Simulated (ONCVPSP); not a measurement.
## Before and after: ONCV potential for Co

```
Element                 : Co
Generator               : ONCVPSP 4.0.1
Type                    : optimised norm-conserving Vanderbilt (ONCV)
Functional              : Wu-Cohen
Relativity              : scalar-relativistic
Frozen core             : [Ar]
Valence charge          : 9
Reference configuration : 3d7 4s2
Partial waves           : 4s: rc 2.10 bohr, ncon 4, nbas 8, qcut 3.8 1/bohr, 2 projectors, debl 1.9 Ha; p scattering state at 0.1 Ha: rc 1.95 bohr, ncon 4, nbas 8, qcut 3.7 1/bohr, 2 projectors, debl 1.1 Ha; 3d: rc 1.35 bohr, ncon 4, nbas 8, qcut 11.7 1/bohr, 2 projectors, debl 1.6 Ha
Local potential         : polynomial inside 1.00 bohr (lpopt 1, dvloc0 6 Ha)
Core correction         : Teter function fitted to the true core (icmod 2), fcfact 0.6
```

All-electron outer shells of the reference configuration (Wu-Cohen, scalar-relativistic, ld1.x):

```json
{"shell": "3p", "level (eV)": "-65.55", "outermost node (bohr)": "0.28", "outermost maximum (bohr)": "0.68"}
{"shell": "3d", "level (eV)": "-8.24", "outermost node (bohr)": "–", "outermost maximum (bohr)": "0.66"}
{"shell": "4s", "level (eV)": "-5.50", "outermost node (bohr)": "0.96", "outermost maximum (bohr)": "2.32"}
```

Change: core correction Teter function fitted to the true core (icmod 2), fcfact 0.88.

Cutoffs: the cutoffs (Ha) at which the residual kinetic energy of the hardest occupied pseudo-wave falls to 1 and 0.1 mHa per electron; they do not see the model core or the augmentation charge, which bear on the density cutoff. Errors are all-electron minus pseudo energies relative to the spin-unpolarised reference configuration.

Problem. How do hardness, ghosts and transferability respond?

Solution. The potential gets neither clearly harder nor softer (54 Ha and 60 Ha → 54 Ha and 60 Ha); of the 4 tests that both files solve, the error grows in 2 and shrinks in 0 by more than 15 % and 0.3 meV (median size 12.4 → 22.2 meV); neither file shows a bound ghost. A model core, the more so a compact one, raises the density cutoff, which this test does not measure.

| quantity | base | changed |
| --- | --- | --- |
| cutoff, loose | 54 Ha | 54 Ha |
| cutoff, tight | 60 Ha | 60 Ha |
| bound ghosts | none | none |
| GHOST(+) flags under 300 eV | s at 40.7 eV, p at 69.2 eV | s at 40.7 eV, p at 69.2 eV |
| error for 3d7 4s1, meV [ΔE 9.06 eV] | -7.7 | -9.1 |
| error for 3d7 4s0, meV [ΔE 25.74 eV] | -17 | -18 |
| error for 3d6 4s0, meV [ΔE 61.62 eV] | -7.0 | +26 |
| error for 3d5 4s0, meV [ΔE 116.98 eV] | -588 | -533 |
| s: phases at 2.13 bohr within 0.05 rad from the reference energy up to (Ha; the scan ends near 5) | 4.3 | 4.3 |
| p: phases at 1.98 bohr within 0.05 rad from the reference energy up to (Ha; the scan ends near 5) | 2.3 | 2.3 |
| d: phases at 1.37 bohr within 0.05 rad from the reference energy up to (Ha; the scan ends near 5) | to the end of the scan | to the end of the scan |
| rms error of d²Exc/dni dnj with the model core, mHa | 3.57 | 2.26 |
